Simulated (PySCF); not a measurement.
TDDFT excited states: [C8H11]+

Species: C8H11 (charge +1).
Geometry (PBE0-D3(BJ)/def2-SVP, Å), atoms numbered from 1 in this order:
```xyz
19
C8H11 angstrom
C     -1.7788   -0.1623   -1.6880
C     -1.4020   -0.0671   -0.3862
C     -2.4009   -0.0550    0.7321
C     -0.0003    0.0299   -0.0692
C      1.0998    0.0250   -0.9625
C      2.2616    0.1392   -0.2447
C      2.0163    0.2306    1.2055
C      0.4996    0.1546    1.3236
H     -1.0637   -0.1702   -2.5132
H     -2.8359   -0.2341   -1.9588
H     -3.4251   -0.1376    0.3480
H     -2.2335   -0.8925    1.4272
H     -2.3351    0.8756    1.3171
H      1.0461   -0.0567   -2.0476
H      3.2610    0.1603   -0.6898
H      2.5453   -0.5777    1.7437
H      2.4472    1.1625    1.6163
H      0.1473   -0.6997    1.9302
H      0.0496    1.0391    1.8104
```

Computed, not measured: PySCF, TDDFT CAM-B3LYP/def2-SVPD, vertical, gas phase, core orbitals frozen in the response.

Question: List the vertical singlet excitations with oscillator strengths and describe the spectrum.

Answer: 

```
state  E (eV)  ν̃ (cm⁻¹)       f  main configurations (H = HOMO, L = LUMO)
   S1    4.10      33060   0.436                                 H→L (98%)
   S2    5.58      45030  0.0002                  H-3→L (62%), H-2→L (32%)
   S3    5.66      45650   0.051                               H-1→L (91%)
   S4    5.68      45810  0.0054     H-5→L (55%), H-2→L (15%), H-3→L (13%)
   S5    6.03      48610  0.0000     H-5→L (35%), H-2→L (33%), H-6→L (15%)
   S6    6.41      51670  0.0015                   H-6→L (72%), H-2→L (8%)
   S7    6.62      53370   0.070                               H-4→L (98%)
   S8    6.65      53660  0.0001                               H-7→L (84%)
   S9    6.92      55780   0.060                               H→L+1 (98%)
  S10    7.74      62390   0.022                               H-8→L (97%)
```

Triplets, Tamm–Dancoff:

| state | E (eV) | λ (nm) | main configurations (H = HOMO, L = LUMO) |
| --- | --- | --- | --- |
| T1 | 2.19 | 565.7 | H→L (95%) |
| T2 | 3.78 | 328.2 | H-1→L (78%), H→L+1 (17%) |
| T3 | 5.28 | 235.0 | H-3→L (69%), H-5→L (17%) |
| T4 | 5.36 | 231.5 | H-2→L (44%), H-5→L (33%), H-3→L (8%) |

The lowest singlet comes at 302 nm (396 kJ/mol) in the ultraviolet; it is strong; its leading configuration is HOMO→LUMO (98%). The lowest level is also the most intense of those listed (f = 0.436). Löwdin shares by element: HOMO carbon 71% or more (atoms not listed hold the other 29%); LUMO carbon 74% or more (atoms not listed hold the other 26%). Of the 10 states listed, 5 reach f = 0.01 and 3 stay under 0.0005. Weighted by f, the mean energy of these states is 4.90 eV. The listed states span 3.64 eV, and the widest gap between neighbours is 1.48 eV (S1 to S2). The vertical ionisation energy (ΔSCF) is 14.10 eV, 6.37 eV above S10. Only the lowest 10 singlets were computed, as vertical energies without vibronic structure.

One conformer stands for the species.
